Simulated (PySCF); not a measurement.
# Reading the logs of faulty runs: B2GeH5O

These are calculations, not measurements. They come from PySCF 2.14.0, an open-source quantum chemistry program, on an isolated molecule that a program drew, which may never have been made. The molecule is B2GeH5O (charge 0, doublet), drawn as the SMILES string `[BH][GeH2][BH]O`.

Each row is a Hartree-Fock (HF) and frozen-core CCSD(T) single point in the cc-pVDZ basis, meant for a local HF minimum. Run 1 is clean. Each other run has one planted mistake out of seven kinds, and not every kind appears here: one electron removed, one electron added, multiplicity raised by two, geometry at a saddle point, minimal basis STO-3G, one bond length entered in bohr, all coordinates scaled. The reference is restricted for singlets and unrestricted otherwise, and also for a bond in bohr. Adding or removing an electron swaps singlet and doublet. Electrons count all cores. HOMO and LUMO are orbital energies over both spins, the gradient is its largest component, and the lowest frequency (negative if imaginary) is given only where the gradient is small. Bond lengths are over the 8 bonds as drawn. T1 is the CCSD diagnostic: over 0.02 (restricted) or 0.045 (unrestricted) a single reference is doubtful. Germanium has the cc-pVDZ-PP basis, with a core potential (ECP10MDF) in place of its 10 inner electrons, and its 3s, 3p and 3d shells are frozen in CCSD(T).

Geometry of the clean run:
```xyz
9
B2GeH5O, angstrom
B    -1.1537   -0.3887    2.4856
Ge   -0.8616    0.8247    0.8339
B    -2.4592    0.6090   -0.5238
O    -2.2883    0.1675   -1.7825
H    -0.7345   -1.4619    2.8069
H     0.4791    0.5212    0.1230
H    -0.7921    2.2856    1.3074
H    -3.5847    0.8777   -0.2044
H    -1.3954   -0.0355   -2.0186
```

| run | electrons | basis functions | <S^2> | HOMO (eV) | LUMO (eV) | gradient (hartree/bohr) | lowest frequency (cm^-1) | mean bond (Å) | longest bond (Å) | T1 | HF (hartree) | CCSD(T) (hartree) | mistake |
|---|---|---|---|---|---|---|---|---|---|---|---|---|---|
| 1 | 55 | 90 | 0.757 | -8.86 | 1.07 | 2.3e-05 | 51 | 1.4937 | 2.108 | 0.0172 | -420.47465 | -420.96209 | no fault |
| 2 | 56 | 90 | 0.000 | 0.06 | 6.78 | 2.8e-02 | - | 1.4937 | 2.108 | 0.0350 | -420.42442 | -420.94967 | one electron added |
| 3 | 54 | 90 | 0.000 | -15.41 | -6.32 | 4.0e-02 | - | 1.4937 | 2.108 | 0.0247 | -420.19511 | -420.67906 | one electron removed |
| 4 | 55 | 90 | 1.389 | -8.70 | 0.94 | 2.4e-02 | - | 1.6272 | 2.269 | 0.0597 | -420.35568 | -420.84454 | one bond length entered in bohr |
| 5 | 55 | 90 | 0.757 | -8.83 | 1.11 | 2.3e-02 | - | 1.4623 | 2.063 | 0.0168 | -420.47104 | -420.95604 | ? |

**Which mistake was planted in run 5, and what did it cost?**

The mean and the longest bond both change by the same factor, 0.979, and the gradient is no longer small. So the mistake is: all coordinates scaled. Subtracting run 1 and multiplying by 627.51 kcal/mol a hartree, the energy moved by 2.3 kcal/mol in HF and 3.8 kcal/mol in CCSD(T).

Cautions from the logs. Run 2: T1 is over the limit, so its CCSD(T) energy is less reliable and the HOMO is above zero, so the electron isn't bound and the energy depends on the basis; run 3: T1 is over the limit, so its CCSD(T) energy is less reliable; run 4: T1 is over the limit, so its CCSD(T) energy is less reliable.
